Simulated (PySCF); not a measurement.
Ga(H)(Br)(OMe) (CH4BrGaO), SMILES C[O][GaH][Br].

Coordinates come from a TPSSh-D3(BJ)/def2-SVP optimisation. The structure was generated by enumeration; whether it is a known compound was not checked. Other conformers were not sampled.

Level of theory: TDA-ωB97X/def2-SVPD (PySCF).

Vertical excitations. Gas-phase values at a fixed geometry. State labels are in the subgroup Cs.

```
state  symmetry  energy (eV)  λ (nm)      f                                            main pairs
-----  --------  -----------  ------  -----  ----------------------------------------------------
S1           A"         6.32     196  0.001                    HOMO−1→LUMO 81 %, HOMO−2→LUMO 15 %
S2           A'         6.43     193  0.017                                        HOMO→LUMO 74 %
S3           A"         6.48     191  0.001                    HOMO−2→LUMO 79 %, HOMO−1→LUMO 15 %
S4           A"         6.60     188  0.001                                      HOMO→LUMO+1 83 %
S5           A'         6.81     182  0.057                HOMO−1→LUMO+1 71 %, HOMO−2→LUMO+1 13 %
S6           A'         7.13     174  0.039                                      HOMO−3→LUMO 82 %
S7           A"         7.17     173  0.046                                    HOMO−3→LUMO+1 75 %
S8           A"         7.40     168  0.030                                      HOMO−4→LUMO 90 %
S9           A'         7.47     166  0.210                    HOMO−2→LUMO+1 59 %, HOMO→LUMO 15 %
S10          A"         8.34     149  0.003                    HOMO→LUMO+2 45 %, HOMO→LUMO+3 27 %
T1           A'         5.80     214      0                                        HOMO→LUMO 92 %
T2           A"         6.16     201      0  HOMO−1→LUMO 47 %, HOMO−2→LUMO 33 %, HOMO→LUMO+1 12 %
T3           A"         6.26     198      0  HOMO−1→LUMO 44 %, HOMO−2→LUMO 27 %, HOMO→LUMO+1 14 %
T4           A'         6.28     197      0                                    HOMO−1→LUMO+1 82 %
```
Triplets are in the Tamm–Dancoff approximation.
